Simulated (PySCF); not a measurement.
Cl2H4Si2, SMILES Cl[SiH](Cl)[SiH3].

Coordinates come from a PBE0-D3(BJ)/def2-SVP optimisation.

These are TDDFT-ωB97X/def2-SVPD (PySCF) values and carry that method's errors.

Vertical excitations.  State labels are in the subgroup Cs.

Computed UV-visible absorptions:
```
state  symmetry  energy (eV)  λ (nm)      f                            main pairs
-----  --------  -----------  ------  -----  ------------------------------------
S1           A'         6.72     184  0.017                        HOMO→LUMO 94 %
S2           A"         6.82     182  0.020                      HOMO→LUMO+1 93 %
S3           A'         7.83     158  0.179                      HOMO→LUMO+2 86 %
S4           A"         7.96     156  0.009  HOMO−1→LUMO 64 %, HOMO−2→LUMO+1 22 %
S5           A'         8.17     152  0.032  HOMO−2→LUMO 43 %, HOMO−1→LUMO+1 40 %
S6           A"         8.20     151  0.001                      HOMO−3→LUMO 80 %
S7           A'         8.26     150  0.004  HOMO−1→LUMO+1 44 %, HOMO−2→LUMO 37 %
S8           A'         8.42     147  0.307  HOMO→LUMO+3 67 %, HOMO−3→LUMO+1 12 %
S9           A'         8.55     145  0.009                    HOMO−3→LUMO+1 67 %
S10          A"         8.58     145  0.010                      HOMO→LUMO+5 84 %
T1           A'         6.05     205      0                        HOMO→LUMO 90 %
T2           A"         6.12     202      0                      HOMO→LUMO+1 91 %
T3           A'         7.04     176      0                      HOMO→LUMO+2 80 %
T4           A"         7.47     166      0                      HOMO−1→LUMO 70 %
```
Triplets are in the Tamm–Dancoff approximation, which puts them higher than full response would, so one can lie above its singlet here.
